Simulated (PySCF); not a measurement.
KI, SMILES [K][I].

The structure is a stationary point at PBE0-D3(BJ)/def2-TZVPD. The def2 effective core potentials stand for the cores of I; spin–orbit coupling is left out.

These are TDDFT-B3LYP/def2-TZVPD in PySCF values and carry that method's errors.

Vertical excitations; the highest root listed may be one member of a degenerate set. The molecule is in vacuum. State labels are in the subgroup C2v.

Computed UV-visible absorptions:
```json
[
 {"state": "S1", "symmetry": "B2", "energy (eV)": "2.80", "λ (nm)": "442", "f": "0.009", "main pairs": "HOMO→LUMO (degenerate set)"},
 {"state": "S2", "symmetry": "B1", "energy (eV)": "2.80", "λ (nm)": "442", "f": "0.009", "main pairs": "HOMO−1→LUMO (degenerate set)"},
 {"state": "S3", "symmetry": "A1", "energy (eV)": "3.24", "λ (nm)": "382", "f": "0.117", "main pairs": "HOMO−2→LUMO 99 %"},
 {"state": "S4", "symmetry": "A2", "energy (eV)": "4.33", "λ (nm)": "286", "f": "0.000", "main pairs": "HOMO→LUMO+1, HOMO−1→LUMO+2 (degenerate set)"},
 {"state": "S5", "symmetry": "A1", "energy (eV)": "4.34", "λ (nm)": "286", "f": "0.000", "main pairs": "HOMO−1→LUMO+1, HOMO→LUMO+2 (degenerate set)"},
 {"state": "S6", "symmetry": "A2", "energy (eV)": "4.36", "λ (nm)": "284", "f": "0.000", "main pairs": "HOMO−1→LUMO+2 50 %, HOMO→LUMO+1 50 %"},
 {"state": "S7", "symmetry": "A1", "energy (eV)": "4.40", "λ (nm)": "281", "f": "0.026", "main pairs": "HOMO→LUMO+2 49 %, HOMO−1→LUMO+1 49 %"},
 {"state": "S8", "symmetry": "B2", "energy (eV)": "4.57", "λ (nm)": "271", "f": "0.043", "main pairs": "HOMO→LUMO+3 (degenerate set)"},
 {"state": "S9", "symmetry": "B1", "energy (eV)": "4.57", "λ (nm)": "271", "f": "0.043", "main pairs": "HOMO−1→LUMO+3 (degenerate set)"},
 {"state": "S10", "symmetry": "B2", "energy (eV)": "4.61", "λ (nm)": "269", "f": "0.050", "main pairs": "HOMO−2→LUMO+2 92 %"},
 {"state": "T1", "symmetry": "B1", "energy (eV)": "2.76", "λ (nm)": "448", "f": "0", "main pairs": "HOMO−1→LUMO (degenerate set)"},
 {"state": "T2", "symmetry": "B2", "energy (eV)": "2.76", "λ (nm)": "448", "f": "0", "main pairs": "HOMO→LUMO (degenerate set)"},
 {"state": "T3", "symmetry": "A1", "energy (eV)": "3.04", "λ (nm)": "408", "f": "0", "main pairs": "HOMO−2→LUMO 99 %"},
 {"state": "T4", "symmetry": "A1", "energy (eV)": "4.32", "λ (nm)": "287", "f": "0", "main pairs": "HOMO→LUMO+2 49 %, HOMO−1→LUMO+1 49 %"}
]
```
Triplets are in the Tamm–Dancoff approximation, which puts them higher than full response would, so one can lie above its singlet here.
